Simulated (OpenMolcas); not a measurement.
Ni5+: effect of the IPEA shift

* Program: OpenMolcas 26.06
* Basis: ANO-RCC-VTZP [6s5p3d2f1g]
* Scalar Hamiltonian: DKH2, point nucleus
* Active space: 5 electrons in 5 orbitals (3d)
* State averaging: 2S+1 = 6 even, 1 root; 2S+1 = 4 even, 24 roots kept (CI in the orbitals of an earlier block); 2S+1 = 2 even, 75 roots kept (CI in the orbitals of an earlier block)
* Spin-orbit coupling: state interaction with AMFI integrals over the reference wave functions, term energies averaged over their components

Methods on the same reference wave functions:
A. CASSCF
B. MS-CASPT2, IPEA 0 Eh, imaginary shift 0.1 Eh (closed shells correlated: 3s 3p)
C. MS-CASPT2, IPEA 0.25 Eh, imaginary shift 0.1 Eh (closed shells correlated: 3s 3p)

Energies in cm⁻¹ above 3d⁵ ⁶S_5/2, the measured ground level; measured values from Corliss and Sugar, J. Phys. Chem. Ref. Data 10, 197 (1981).

| Level | A | B | C | Measured |
| --- | --- | --- | --- | --- |
| 3d⁵ ⁶S_5/2 | 0.0 | 0.0 | 0.0 | 0.0 |
| 3d⁵ ⁴G_5/2 | 46999 | 43510 | 43560 |  |
| 3d⁵ ⁴G_7/2 | 47070 | 43590 | 43650 |  |
| 3d⁵ ⁴G_11/2 | 47089 | 43620 | 43670 | 41921 |
| 3d⁵ ⁴G_9/2 | 47112 | 43640 | 43700 |  |
| 3d⁵ ⁴P_5/2 | 53987 | 47690 | 47890 | 45884 |
| 3d⁵ ⁴P_3/2 | 54183 | 47900 | 48100 | 46104 |
| 3d⁵ ⁴P_1/2 | 54420 | 48140 | 48350 | 46325 |
| 3d⁵ ⁴D_7/2 | 58455 | 51990 | 52100 | 50331 |
| 3d⁵ ⁴D_1/2 | 58684 | 52230 | 52340 |  |
| 3d⁵ ⁴D_3/2 | 58865 | 52420 | 52530 |  |
| 3d⁵ ⁴D_5/2 | 58905 | 52450 | 52570 |  |
| 3d⁵ ²I_11/2 | 67085 | 63630 | 63830 | 61196 |
| 3d⁵ ²I_13/2 | 67256 | 63840 | 64040 | 61280 |
| 3d⁵ ²D_5/2(1) [63 %] | 74960 | 66540 | 67020 | 64152 |
| 3d⁵ ²D_3/2(1) | 76161 | 67580 | 68050 | 65174 |
| 3d⁵ ²F_7/2(1) | 77906 | 69880 | 70340 | 67085 |
| 3d⁵ ⁴F_9/2 | 78809 | 70950 | 71070 |  |
| 3d⁵ ⁴F_5/2 [66 %] | 78880 | 70950 | 71160 |  |
| 3d⁵ ⁴F_7/2 | 78991 | 71120 | 71250 |  |
| 3d⁵ ⁴F_3/2 | 79466 | 71530 | 71670 |  |
| 3d⁵ ²H_9/2 [68 %] | 82425 | 75660 | 76050 | 72909 |
| 3d⁵ ²H_11/2 | 83069 | 76690 | 77080 | 73757 |
| 3d⁵ ²G_7/2(1) | 85302 | 77190 | 77590 | 74628 |

Deviations, from unrounded energies. A percentage is the sum of absolute deviations over the sum of measured energies, with the sign that they share, or ± where signs differ.

| Against measurement | Levels | A | B | C |
| --- | --- | --- | --- | --- |
| mean absolute deviation (cm-1) | 13 | 8600 | 2300 | 2600 |
| other terms of the ground configuration (%) | 13 | +14.5 | +3.8 | +4.3 |

B lies closest to measurement on these levels and A furthest from it. The largest miss of B in the table is 3d⁵ ²H_11/2, by +2900 cm-1. The ranking rests on the paired levels alone, and a cruder setting can come out closer through cancelling errors.

Between B and C the level of the table that moves most is 3d⁵ ²D_5/2(1) [63 %], by 480 cm-1 (lowest in B, highest in C). Moves below CASPT2's spread within the term are not significant.

The mean deviations of B to C differ by less than CASPT2's widest spread within a term (520 cm-1), so their order carries little weight.

From A to B the spin-free energies of the other terms of 3d⁵ shown, above ⁶S, scale by factors of 0.88 to 0.95, as is usual when dynamic correlation screens the repulsion within a d or f shell.

The lowest spin-free term lies below A's lowest term by 0.397 hartree in B, 0.390 hartree in C.

Term energies are means over components that CASPT2 splits; among the terms shown or strongly mixed into the levels shown the widest spread is 520 cm-1 (3d⁵ ⁴F, C). Terms from blocks run as CI alone lack orbitals of their own. Without dynamic correlation excited terms often stand tens of per cent too high (terms of higher spin than the ground term too low), and those without a measured partner can miss by more than the paired ones (holds for A). Blocks of more than 70 roots (2S+1 = 2 even) ran without multistate coupling (holds for B; C). Computed and measured levels are paired by configuration, term and J; levels that our copy of the source lacks, or whose pairing is in doubt (as where it misses far off the trend of its configuration), stay unpaired and out of the deviations. Levels of configurations outside the active space are missing. The table leaves out levels that lie high or whose names do not pair safely across all columns.

A share in square brackets marks a mixed level and gives the weight of the term that names it, the lowest over the columns. A number in round brackets counts repeated terms of one configuration in the order of the reference energies.
